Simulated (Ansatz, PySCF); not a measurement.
C₃H₁₀OSi₂, SMILES C=C[SiH2]CO[SiH3].

Geometry: ωB97X-D3(BJ)/def2-SVP. This is a generated structure with no PubChem entry under its InChIKey; it may be hypothetical. One conformer was computed; it need not be the lowest.

Vertical ionisation energy (IE) and electron affinity (EA) in eV. Rows of orbital energies are one-electron estimates. Where ΔSCF, EOM or ADC give a negative EA the extra electron is unbound and the value depends on the basis.

| level | IE | EA |
|---|---|---|
| −ε(HOMO), −ε(LUMO), ωB97X/def2-TZVP (PySCF) | 10.12 | -1.67 |
| −ε(HOMO), −ε(LUMO), PBE/def2-TZVP (PySCF) | 6.57 | 1.49 |
| ΔSCF, CAM-B3LYP/def2-SVPD (Ansatz), final states of multiplicity 2 and 2 | 9.83 | -1.27 |
| ΔSCF, PBE/def2-SVPD (Ansatz), final states of multiplicity 2 and 2 | 9.15 | -0.73 |

**Question.** What vertical singlet–triplet gap does ΔSCF give with CAM-B3LYP/def2-SVPD (Ansatz, an electronic-structure program) and with PBE/def2-SVPD (Ansatz)? (An estimate is asked for; the answer gives what the named calculation found.)

**Answer.** 4.22 and 4.27 eV (triplet above singlet where positive).
